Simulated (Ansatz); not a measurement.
C$_{5}$H$_{8}$N$_{2}$ (`CCc1ncc[nH]1`), charge 0, multiplicity 1.

(1) Give a relaxed structure at PBE0-D4/def2-TZVP (Ansatz 0.2.0). (Estimate.)

## Answers

(1) Computed: 
Z-matrix (Å, degrees):
```
C
C 1 1.526
H 1 1.092 2 110.9
H 1 1.093 2 111.4 3 -120.2
H 1 1.091 2 110.4 3 120.1
C 2 1.487 1 112.8 3 -178.5
H 2 1.095 1 110.0 3 58.4
H 2 1.091 1 109.9 3 -59.1
N 6 1.359 2 123.4 1 -84.5
N 6 1.311 2 125.9 1 92.5
C 9 1.371 6 107.9 2 177.5
H 9 1.005 6 126.1 2 -3.2
C 10 1.368 6 106.0 2 -177.3
H 11 1.077 9 122.5 6 179.4
H 13 1.079 10 121.6 6 -179.7
```
This is one stationary point; other conformers may exist.
